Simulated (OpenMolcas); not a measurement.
Mn2+: ligand-field states by method

Mn2+ with its 6 nearest bromide ions at 2.777 Å, on the Ca site of CsCaBr3 (a = 5.69 Å, distance in the model lattice 2.845 Å). The rest of the host is ab initio model potentials to 7.6 Å, with orthogonalisation functions on the cations behind the ligands, and point charges beyond; the distance is set by hand and nothing relaxes. Ligand basis ANO-RCC-VDZP.

```
Program             : OpenMolcas
Basis               : ANO-RCC-VDZP [5s4p2d1f]
Scalar Hamiltonian  : DKH2, point nucleus
Active space        : 5 electrons in 5 orbitals (3d)
State averaging     : 2S+1 = 6 even, 1 root; 2S+1 = 4 even, 24 roots; 2S+1 = 2 even, 75 roots
Spin-orbit coupling : RASSI with atomic mean-field integrals over the reference wave functions
```

I. CASSCF
II. SS-CASPT2, IPEA 0.25 Eh, imaginary shift 0.1 Eh (closed shells correlated: 3p and the ligand valence shells)

Spin-free states (labels of O, the rotations of Oh) in cm-1, each column counted from its own energy of the first state listed:

```csv
State,Degeneracy,I,II
6A1,1,0,0
4T1,3,29314,25780
4T2,3,30694,26880
4A1,1,30935,27420
4E,2,30950,27280
4T1,3,37200,33890
4T2,3,37973,32700
4E,2,38451,33330
2T2,3,41728,36320
2A2,1,42776,37510
2T1,3,42876,37710
2T2,3,43360,38060
2E,2,43721,38810
2A1,1,43921,39170
2T2,3,47463,40530
2E,2,48969,41880
2T1,3,50348,43280
4A2,1,51699,44010
2A2,1,51714,45710
2T2,3,51773,45350
```

From I to II, I's first state of another spin (4T1) moves from 29314 to 25780 cm-1, by about -3500 cm-1.

I: A least-squares ligand-field fit to the states below 45000 cm-1, each weighted by its degeneracy and with a free common offset, gives 10Dq = 3503 cm-1, B = 1080 cm-1 and C = 4002 cm-1 (C/B = 3.70), with an rms deviation of 34 cm-1. The same method and metal basis give the free ion B = 1108 cm-1 (fit to its terms below 60000 cm-1, rms deviation 53 cm-1), so the nephelauxetic ratio is β = 1080 / 1108 = 0.97; it hangs on how both fits weigh the states, and computed free-ion B values tend to be too large, so β mixes covalency with correlation.

χT at 300 K: I 4.39, II 4.39 cm3 K/mol.

Roots that are degenerate in the reference are averaged as groups; the widest CASPT2 spread within a group is 130 cm-1 (the 3-fold group of multiplicity 4 near 25800 cm-1 above the lowest state of its run, II). Shifts and gaps below about the spread of the groups concerned are not significant. Over all roots computed the reference weight is 0.69 to 0.71 in II; a low but even weight reflects the number of correlated electrons. Ligand-to-metal charge-transfer states are missing. With no ligand orbital active B as a rule stays too high, so bands that hang on it stand too high and its fall with covalency is understated. Without dynamic correlation the repulsion within the d shell is too large (B by tens of per cent), so at a given field states of lower spin stand too high (holds for I). With metal d orbitals alone and no dynamic correlation the field as a rule comes out too small, by tens of per cent, by up to half for chloride and softer ligands (holds for I). These CASPT2 states fit no ligand-field parameters well, so their order and spin gaps are uncertain (holds for II). With one d shell and no ligand orbital active, 10Dq can be off by tens of per cent for divalent 3d ions, low with halides held by bare charges and at times high in hosts (holds for II). Free-ion shares, where given, are those of the reference states; single-state CASPT2 does not remix them (holds for II). No measured value stands beside these numbers; the geometry was set by hand and not optimised.
